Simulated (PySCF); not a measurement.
Noncovalent pair: CH4 (SMILES C) (first 5 atoms) with SO2 (SMILES O=S=O); geometry from B3LYP-D3(BJ)/def2-TZVP.
(charge 0, multiplicity 1):
```xyz
8

C     -0.023     0.004    -0.177
H     -0.039     0.124    -1.259
H      0.864    -0.561     0.106
H      0.003     0.986     0.294
H     -0.921    -0.528     0.136
O     -1.181     0.416     3.329
S      0.022    -0.368     3.245
O      1.292     0.304     3.283
```

Monomers are frozen at their geometry in the pair; levels with a basis set take the counterpoise correction. Rows marked so take none.

Rows in 3-21G, 6-31G* carry no dispersion term and start afresh at each structure (6-31G* with six Cartesian d functions). MP2/6-31G* freezes PySCF's default core.

The values were computed with PySCF for 3-21G rows, 6-31G* rows. Each number belongs to the level named beside it.

Q: Predict the interaction energy from HF/6-31G*.

A: 0.6 kcal/mol

Q: Give the interaction energy at the level B3LYP/3-21G (no counterpoise).

A: -0.7 kcal/mol

Q: What is the computed interaction energy (MP2/6-31G*)?

A: 0.0 kcal/mol
